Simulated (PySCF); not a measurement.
**C⁴⁺ (carbon, charge +4) across methods**

1s2, closed-shell 1S. Calculation: PySCF 2.14, in an even-tempered Gaussian basis (15 s from 1.2 bohr⁻², ratio 2.2; 7 p from 1.9 bohr⁻², ratio 2.4; 4 d from 5.8 bohr⁻², ratio 2.4; 3 f from 8.8 bohr⁻², ratio 2.4; 3 g from 13 bohr⁻², ratio 2.4); the non-relativistic Hamiltonian (point nucleus). The B2PLYP total includes its PT2 part (frozen core); its orbital energies are those of the SCF part.

```tsv
method	E (hartree)	mean ε 1s (eV)	Σ⟨r²⟩ (bohr²)	⟨S²⟩
LDA	-32.0394	-354.67	0.1960	0.000
PBE0	-32.3599	-366.47	0.1934	0.000
PBE	-32.3442	-357.58	0.1941	0.000
B2PLYP	-32.3992	-376.56	0.1927	0.000
UHF	-32.36118	-392.30	0.1914	0.000
r2SCAN0	-32.4074	-369.25	0.1923	0.000
```

Estimate the same row for r2SCAN.

E (hartree) = -32.4086; mean ε 1s (eV) = -361.37; Σ⟨r²⟩ (bohr²) = 0.1926; ⟨S²⟩ = 0.000.
